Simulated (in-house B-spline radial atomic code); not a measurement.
The numbers below are computed, except where a source is named.
**Ge in an electron gas of r_s = 3.3: phase shifts, screening and friction**

A nucleus sits in a uniform electron gas with a rigid positive background. The Kohn-Sham equations are solved self-consistently in the spin-unpolarised LDA (PW92), non-relativistic, on B-splines with outgoing waves at the boundary and partial waves to l = 8. The model has no lattice, no bands and no magnetic solution. Atomic units; δ_l are the phase shifts at the Fermi level, counted so that each bound state adds π, and good to about 0.0005.

The density parameter is r_s = 3.3 bohr.

```tsv
l	δ_l (rad)
0	10.8727
1	7.8029
2	3.1868
3	0.0068
4	0.0008
5	0.0001
6	0.0002
7	0.0002
8	0.0002
```

Bound levels below the band bottom (hartree): p -43.37, s -5.622, p -3.855, d -0.7786, s -0.1397 and deeper ones.

**Question.** Check the Friedel sum rule, and say where the screening charge sits.

**Answer.** k_F = (9π/4)^(1/3)/r_s = 0.58156. The rule is Z = (2/π) Σ (2l + 1) δ_l. The terms are s 6.922, p 14.902, d 10.144, f 0.030 and 0.011 beyond, in all 32.009 against Z = 32. Bound states hold 8 s, 12 p, 10 d electrons, so the scattering states carry 2.01 in all; where a term is smaller than its bound count, the bound level has drawn weight out of the band.

**Question.** Find the transport cross section and the electronic stopping of a 2 keV Ge ion (mass 72.63 u).

**Answer.** σ_tr = (4π/k_F²) Σ (l + 1) sin²(δ_l − δ_(l+1)). The terms for l = 0 to 3 are 0.0051, 1.9815, 0.0044, 0.0001, all together 1.9912, so σ_tr = 37.155 × 1.9912 = 73.984 bohr². With n = 3/(4π r_s³) = 0.006643, the friction coefficient is Q = n k_F σ_tr = 0.2858. For v well below v_F = 0.582, dE/dx = Q v; with 24801 eV per u at v = 1, v = √(2000/(24801 × 72.63)) = 0.0333, so dE/dx = 0.00952 hartree/bohr = 4.9 eV/nm. The largest term couples the p and d waves.
